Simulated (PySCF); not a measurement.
## Relaxation of singlet H4WS

Method: PBE0 in PySCF with W def2-TZVP with ECP60, S def2-TZVP, H def2-TZVP; scalar-relativistic core potentials, no spin–orbit coupling; density-fitted integrals. A (50,194) grid was used.

A start displaced from a saddle point along its imaginary mode, with no symmetry imposed:

Coordinates in bohr (charge 0 multiplicity 1):
```
W     0.2747    0.4799    0.0032
S    -1.7076   -2.9638   -0.0051
H     1.0768    1.5817    2.9810
H     1.0652    1.5617   -2.9552
H     3.5082    0.1562   -0.2265
H    -1.6254    3.1369   -0.2265
```

Optimiser trace:
```
step  E − E(last) (kJ/mol)  largest gradient (Eh/bohr)
   0                 60.59                     0.01108
   1                 54.49                     0.01257
   2                 43.98                     0.01233
   3                 31.61                     0.01312
   4                 15.13                     0.02010
   5                  7.13                     0.01567
   6                  2.72                     0.00996
   7                  0.86                     0.00488
   8                  0.64                     0.00201
   9                  0.52                     0.00046
  10                  0.47                     0.00074
  11                  0.42                     0.00071
  12                  0.35                     0.00084
  13                  0.23                     0.00091
  14                  0.11                     0.00107
  15                  0.03                     0.00059
  16                  0.00                     0.00030
  17                  0.00                     0.00011
```

It ends at Cs with W–H 1.671 Å (×2), W–H 1.724 Å (×2), W–S 2.086 Å; H–W–H 60.8°, H–W–H 70.3° (×2), H–W–H 124.6° (×2), H–W–H 126.6°, H–W–S 97.9° (×2), H–W–S 113.7° (×2) (after a last refinement on a finer grid). A frequency run shows a minimum. Other isomers or separated fragments may lie lower.

Final geometry:
```xyz
6
charge 0 multiplicity 1, angstrom
W     0.0959    0.2743    0.0504
S    -0.6316   -1.6562   -0.2597
H     1.0258    0.4405    1.4929
H     0.6771    0.5515   -1.4918
H     1.7055   -0.0307   -0.2803
H    -0.8463    1.5003   -0.7127
```

No spin–orbit coupling is included, which matters more the heavier the element.

The relaxation took of the order of 100 core-seconds on a shared host.
